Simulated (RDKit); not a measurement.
Input for RDKit: UFF on H2 (SMILES [H][H]).

```python
from rdkit import Chem
from rdkit.Chem import AllChem, rdDetermineBonds

blocks = [
'''2

H     0.00000000    0.00000000    0.37198582
H    -0.00000000   -0.00000000   -0.37198582
''',
]
mol = None
for b in blocks:
    f = Chem.MolFromXYZBlock(b)
    rdDetermineBonds.DetermineBonds(f, charge=0)
    mol = f if mol is None else Chem.CombineMols(mol, f)
Chem.SanitizeMol(mol)
print(Chem.MolToSmiles(Chem.RemoveHs(mol)))
ff = AllChem.UFFGetMoleculeForceField(mol, vdwThresh=100.0, ignoreInterfragInteractions=False)
e = ff.CalcEnergy()
print(f'UFF energy {e:.6f} kcal/mol')
```

It printed:

```
[H][H]
UFF energy 0.613758 kcal/mol
```

The run finished.

Cost: around 0.04 core-seconds (rough).
